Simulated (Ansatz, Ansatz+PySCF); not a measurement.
```csv
atom,x (Å),y (Å),z (Å)
B,0.0000,0.0000,0.0000
S,0.6581,0.8774,1.8997
```

Basis set: STO-3G (spherical functions). Correlated methods keep 6 orbitals frozen. Correlation on ROHF uses semicanonical orbitals with singles. Charge 0, multiplicity 2.

Computed with Ansatz (development build ahead of 0.2.0); the reference of a correlated method needn't be the lowest determinant of its kind.

The atomization energy at this shape (free ground-state atoms in the same class of orbitals less the molecule, no zero-point energy) of doublet BS:

```csv
method,atomization energy
ROHF-CCSD(T),273.6 kJ/mol
```

Question: What does ROHF-CCSD give?

Answer: 264.3 kJ/mol. Caution: a plain start can end on a higher determinant; the reference determinant was not shown to be the lowest.

This basis has no polarisation functions and is too small for such energies, which can lie far from measured ones in either direction.
